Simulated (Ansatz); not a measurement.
A made-up structure of CHSeSi, doublet:

C1  (-2.014, 0.995, 0.579)
Si2  (0.737, 0.192, -0.911)
Se3  (-0.569, -0.281, 0.871)
H4  (1.712, -0.783, -0.571)
(Å)

It is relaxed with PBE-D4/def2-SVP and then PBE0-D4/def2-TZVP (Ansatz 0.2.0). Atoms count as bonded within 1.22 times the sum of their covalent radii (H–H: 0.88 Å). The end point is not checked to be a true minimum.

Question: Does its bonding change? (Judge from chemistry; the calculation decides.)

Answer: The calculation gives: Yes. Formed: C1–Si2; broken: Si2–Se3.

Where it ends: The first stage lowers the energy by 3.03 eV in 23 steps. It ends as CHSeSi ([SiH][C][Se]):
| atom | x (Å) | y (Å) | z (Å) |
| --- | --- | --- | --- |
| C1 | -0.3643 | 0.2236 | 0.4033 |
| Si2 | 0.5519 | 0.6215 | -1.0569 |
| Se3 | -1.3043 | 0.1084 | 1.8005 |
| H4 | 0.9829 | -0.8311 | -1.1793 |

Labels in which every atom is bracketed show which atoms are joined, not bond orders.

For scale, one of the runs: PBE0-D4/def2-TZVP relaxation, 122 basis functions, launched by `ansatz run in.yaml --threads 2 --pin off --events-out ev --progress --plain --max-ram 4352MiB`. The run took about 28 s on 2 CPU threads of an Intel Xeon Platinum 8259CL (shared host).
